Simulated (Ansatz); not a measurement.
Consider the hydrogenolysis of the Al–C bond: `[CH3][Al]1[CH]=[C]1F` + H₂ → `F[C]1=[CH][AlH]1` + CH₄.

Computed with Ansatz on PBE0-D4/def2-TZVP structures; ΔE is electronic, products minus reactants. CBS: MP2 limit from def2 TZ/QZ plus the TZ coupled-cluster correction, frozen cores. This one scheme is used for every species. Functionals use def2-TZVPP.

```csv
level,ΔE (kJ/mol)
r2SCAN0-D4,-18.9
HF/def2-QZVPP,-42.0
```

Task: What does CCSD(T)/CBS give? (Estimate.)

Result: Computed: -18.7 kJ/mol. The listed levels differ from it by -0.2, -23.3 kJ/mol.

Largest T1 diagnostic among the species: 0.015.

The D4 term adds +4.7 kJ/mol with B3LYP and +2.7 kJ/mol with PBE0; it sums over pairs of atoms, weighted by their polarisabilities, and B3LYP, whose exchange is more repulsive, gets the larger term. At CCSD(T), def2-SVP lies −12.8 kJ/mol from the extrapolated value and def2-TZVPP −1.6 kJ/mol. In def2-TZVPP, CCSD(T) changes the Hartree–Fock value by +21.7 kJ/mol (the triples alone add +4.0 kJ/mol) and MP2 by +26.6 kJ/mol.

B3LYP here is the variant with VWN-RPA as its local correlation; programs differ in this.
